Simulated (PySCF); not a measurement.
These are TPSSh-D3(BJ)/def2-TZVP // BP86-D3(BJ)/def2-SVP (PySCF 2.14.0) values and carry that method's errors. All species are isolated molecules in the gas phase. One relaxed conformer stands for a flexible species; it need not be the lowest. 

Reference species: [Ti(NH2)4] (neutral, multiplicity 1).

```json
{
  "charge on the central atom (Mulliken)": "1.58 e",
  "mean_distance_from_the_central_atom_to_its_bonded_neighbours": "1.899 Å",
  "HOMO": "-6.01 eV"
}
```

Changed species: [Zr(NH2)4] (M = Zr; the reference has M = Ti).

Task: Give the shifts of the charge on the central atom (Mulliken), mean distance from the central atom to its bonded neighbours and HOMO.

Result: the charge on the central atom (Mulliken) rises by 0.14 e, to 1.72 e; the mean distance from the central atom to its bonded neighbours goes up by 0.161 Å, to 2.060 Å; the HOMO rises by 0.08 eV, to -5.93 eV.
